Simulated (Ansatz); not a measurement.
Species: sum formula H₃BNO₂ (charge 0, doublet). It need not be the lowest isomer of its formula. 
Structure (B3LYP-D3(BJ)/def2-TZVP (Ansatz, an electronic-structure program) minimum search):
```
B
O 1 1.3657
O 1 1.3766 2 120.99
H 3 0.9622 1 113.58 2 -6.87
N 1 1.4181 2 118.73 3 -179.22
H 5 1.0052 1 121.74 2 -6.18
H 5 1.0067 6 114.29 1 -159.65
```
Charge 0, spin multiplicity 2.

Basis-set convergence of Hartree-Fock and CCSD(T) correlation energies (hartree) with Ansatz. Correlated levels leave the core frozen unless marked. Open shells are spin-unrestricted. No spin-orbit coupling. No relativistic terms.

```json
[
 {"basis": "cc-pVDZ", "functions": "71", "E(HF)": "-230.72686", "E(corr, CCSD(T))": "-0.61835"},
 {"basis": "cc-pVTZ", "functions": "162", "E(HF)": "-230.80406", "E(corr, CCSD(T))": "-0.78354"},
 {"basis": "cc-pVQZ", "functions": "310", "E(HF)": "-230.82214", "E(corr, CCSD(T))": "-0.83778"}
]
```

Extrapolating the two largest sets (X = 3 and 4) as X^-3: E(corr) = (64·(-0.83778) - 27·(-0.78354))/37 = -0.8774 Eh, an estimate of the basis-set limit. The largest set recovers 95.5 % of it, the smallest 70.5 %.
